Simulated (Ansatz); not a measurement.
Geometry optimisation, RKS PBE-D4/6-31G* in Ansatz 0.2.0.

input.yaml

```yaml
crystal:
  periodic: [false, false, false]
  atoms:
    - { symbol: F, position_ang: [-1.6002, 0.8903, -1.3189] }
    - { symbol: Si, position_ang: [-0.183, 1.2955, -0.8077] }
    - { symbol: O, position_ang: [0.5296, -0.0892, -0.3296] }
    - { symbol: Si, position_ang: [0.3538, -1.3031, 0.7517] }
    - { symbol: H, position_ang: [0.5971, 1.9128, -1.9256] }
    - { symbol: H, position_ang: [-0.2854, 2.2595, 0.3296] }
    - { symbol: H, position_ang: [1.4729, -2.2271, 0.7763] }
    - { symbol: H, position_ang: [-0.8921, -2.0541, 0.3516] }
    - { symbol: H, position_ang: [0.0958, -0.7311, 2.1554] }
basis:
  gaussian: { orbitals: "6-31G*" }
hamiltonian:
  xc: pbe
  dispersion: d4
relax:
  f_tol: 0.015
  max_steps: 40
```

Command:

```bash
$ ansatz run input.yaml --threads 1 --pin off --max-ram 2048MiB --backend cpu --events-out ev --progress --plain --runs-dir out
```

Where does it end, and by what steps?

The forces met the threshold. After 8 steps the energy has fallen by 0.192 eV; F1 moved furthest, 0.33 Å.

| step | energy less start (eV) | largest force component (eV/Å) | accepted |
| --- | --- | --- | --- |
| 0 | 0.0000 | 2.239 | yes |
| 1 | -0.1353 | 1.249 | yes |
| 2 | -0.1867 | 0.114 | yes |
| 3 | -0.1882 | 0.071 | yes |
| 4 | -0.1899 | 0.119 | yes |
| 5 | -0.1907 | 0.055 | yes |
| 6 | -0.1916 | 0.028 | yes |
| 7 | -0.1917 | 0.044 | yes |
| 8 | -0.1918 | 0.011 | yes |

```xyz
9
Properties=species:S:1:pos:R:3
F -1.703 1.199 -1.374
Si -0.182 1.304 -0.825
O 0.405 -0.197 -0.462
Si 0.292 -1.334 0.762
H 0.670 1.867 -1.913
H -0.201 2.153 0.409
H 1.599 -2.060 0.839
H -0.806 -2.310 0.466
H 0.014 -0.668 2.080
```

Whether the end is a true minimum wasn't checked by a vibrational analysis.

Run time: 30 s on 1 thread of Arm Neoverse V1, with other jobs on the host, peak memory 0.14 GiB.
